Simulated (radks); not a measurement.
Values are calculated unless marked as measured or tabulated.
Valence configurations of Sc I (all share [Ar]). Code: a radial shooting solver on a logarithmic mesh with Libxc functionals. Model: scalar-relativistic Kohn-Sham, BLYP, spin-polarised, spherical densities, point nucleus; open shells are filled with parallel spins first. Energies are relative to 3d1 4s2; eigenvalues in eV for spin up.

| valence | E (eV) | moment (Bohr magnetons) | e(3d) | e(4p) | e(4s) |
|---|---|---|---|---|---|
| 3d1 4s2 | 0.000 | 1 | -3.354 | - | -4.128 |
| 3d2 4s1 | 0.997 | 3 | -1.535 | - | -3.754 |
| 3d1 4p2 | 5.283 | 3 | -5.479 | -2.581 | - |
| 3d2 4p1 | 3.587 | 3 | -2.448 | -1.749 | - |
| 4s2 4p1 | 3.584 | 1 | - | -2.474 | -5.849 |
| 3d0.5 4s2 4p0.5 | 1.374 | 1 | -5.462 | -1.918 | -4.990 |
| 3d3 | 3.472 | 3 | -0.926 | - | - |
| 3d1 4s1.5 4p0.5 | 1.204 | 2 | -3.971 | -1.763 | -4.659 |
| 3d1.5 4s1 4p0.5 | 1.356 | 3 | -2.807 | -1.637 | -4.387 |
| 3d1 4s1 4p1 | 2.228 | 3 | -4.483 | -2.110 | -5.115 |

NIST lists [Ar] 3d1 4s2 as the ground configuration; this level of theory agrees among the configurations tried. The energies are those of spherical high-spin densities, not of single terms.
